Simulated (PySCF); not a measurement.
# Ni (nickel, neutral): UHF calculation

Configuration: [Ar] 3d8 4s2, high-spin 3F determinant. Computed with PySCF 2.14 in def2-SVP (5s3p2d1f, 31 functions), with no relativity, point nucleus.

```
Total energy                                     : -1506.643119 hartree
One-electron energy                              : -2093.2034 hartree
Hartree (Coulomb) energy                         : 648.2997 hartree
Exchange energy                                  : -61.7394 hartree
Kinetic energy                                   : 1506.42058 hartree
⟨S²⟩                                             : 2.0044
⟨L²⟩                                             : 12.017
Sum of ⟨r⟩                                       : 21.95 bohr
Sum of ⟨r²⟩                                      : 37.93 bohr²
Density at the nucleus (Gaussians lack the cusp) : 14000 bohr⁻³
Spin density at the nucleus                      : 0.428 bohr⁻³
Langevin diamagnetic susceptibility              : -30.0 ×10⁻⁶ cm³/mol
Time after the integrals                         : 0.19 s of wall time on 1 thread of Neoverse-N1 (shared host)
```

```csv
shell,electrons,mean orbital energy (eV),spread (eV),"rms radius, mean of both spins (bohr)"
1s α,1,-8315.5,0,0.0635
1s β,1,-8315.5,0,0.0635
2s α,1,-1032.3,0,0.268
2s β,1,-1030.3,0,0.268
2p α,3,-897.15,0,0.239
2p β,3,-895.17,0,0.239
3s α,1,-135.33,0,0.805
3s β,1,-130.04,0,0.805
3p α,3,-92.143,0,0.855
3p β,3,-85.767,0,0.855
3d α,5,-20.005,1.445,1.08
3d β,3,-17.430,0,1.08
4s α,1,-7.646,0,3.34
4s β,1,-7.185,0,3.34
```
